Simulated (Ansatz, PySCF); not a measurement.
Species: CHBrF (charge 0, doublet). SMILES: F[CH]Br
Geometry from a B3LYP-D3(BJ)/def2-TZVP (Ansatz, a first-principles code) optimisation:
```
C
F 1 1.3316
H 1 1.0844 2 114.11
Br 1 1.8803 3 116.39 2 137.97
```
Charge 0, spin multiplicity 2.

Wanted: atomisation energy, in kcal/mol. Conventions: open shells spin-unrestricted; no spin-orbit coupling; 6-31G* and kin with 6d, 5d where marked; non-relativistic; dispersion terms only where a functional's name holds one; atomisation electronic, to ground-state atoms. First-principles rows: single points at B3LYP-D3(BJ) geometries (Ansatz).

| species | coefficient | E at B3LYP/6-31G* (Ansatz), Eh | E at M06-2X/def2-TZVPD (PySCF), Eh |
|---|---|---|---|
| F[CH]Br | -1 | -2712.35156 | -2712.67459 |
| Br atom | +1 | -2573.83974 | -2574.15071 |
| C atom | +1 | -37.84628 | -37.84258 |
| F atom | +1 | -99.71553 | -99.73422 |
| H atom | +1 | -0.50027 | -0.49815 |

 1 Eh = 627.5095 kcal/mol.

### Question
Work the quantity out at each level.

### Answer

- B3LYP/6-31G*: the sum of coefficient times E is 0.44974 Eh, or 282.22 kcal/mol. Result: 282.2 kcal/mol.
- M06-2X/def2-TZVPD: the sum of coefficient times E is 0.44893 Eh, or 281.71 kcal/mol. Result: 281.7 kcal/mol.
